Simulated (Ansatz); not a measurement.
AlFGaGeH5O (`[F][AlH][O][GaH][GeH3]`), 10 atoms. The species carries charge 0 and has multiplicity 1. Correlated methods include outer-core shells of Ga, Ge, which these sets cover unevenly. Scalar relativity is left out up to krypton. All runs use 4 threads of a server CPU on a shared host. Correlated methods freeze the cores.

Problem. How many basis functions does each run have, and how long does it take in Ansatz? RKS revPBE-D4/def2-TZVPP energy; RKS ωB97M-V/def2-SVP energy; RKS ωB97M-V/def2-QZVPP energy; RHF-CCSD(T)/def2-SVP energy; RKS PBE0-D4/def2-QZVPP energy; RKS ωB97M-V/def2-TZVPP energy and forces; RKS PBE0-D4/def2-SVP energy; RKS PBE-QIDH (frozen core)/def2-TZVPP energy; RKS PBE0-D4/def2-TZVP relaxation (76 steps); RKS PBE0-D4/def2-TZVP frequencies; direct RPA on PBE orbitals/def2-TZVPP energy; RHF-MP2/def2-TZVPP energy. (Estimate.)

Solution. Ansatz gave: Other jobs shared the machine, so times are rough.

| level | job | functions | wall time | peak host memory (GiB) |
| --- | --- | --- | --- | --- |
| RKS PBE0-D4/def2-SVP | energy | 135 | 1.5 s | 0.37 |
| RKS revPBE-D4/def2-TZVPP | energy | 270 | 2.2 s | 0.42 |
| RKS ωB97M-V/def2-SVP | energy | 135 | 4.8 s | 0.55 |
| RHF-MP2/def2-TZVPP | energy | 270 | 5.5 s | 0.8 |
| direct RPA on PBE orbitals/def2-TZVPP | energy | 270 | 6 s | 0.73 |
| RKS PBE-QIDH (frozen core)/def2-TZVPP | energy | 270 | 7 s | 0.83 |
| RKS ωB97M-V/def2-TZVPP | energy and forces | 270 | 12 s | 1.3 |
| RKS PBE0-D4/def2-QZVPP | energy | 512 | 12 s | 2.8 |
| RHF-CCSD(T)/def2-SVP | energy | 135 | 13 s | 0.86 |
| RKS ωB97M-V/def2-QZVPP | energy | 512 | 25 s | 2.8 |
| RKS PBE0-D4/def2-TZVP | frequencies | 225 | 2.9 min | 0.83 |
| RKS PBE0-D4/def2-TZVP | relaxation (76 steps) | 225 | 5.3 min | 0.84 |
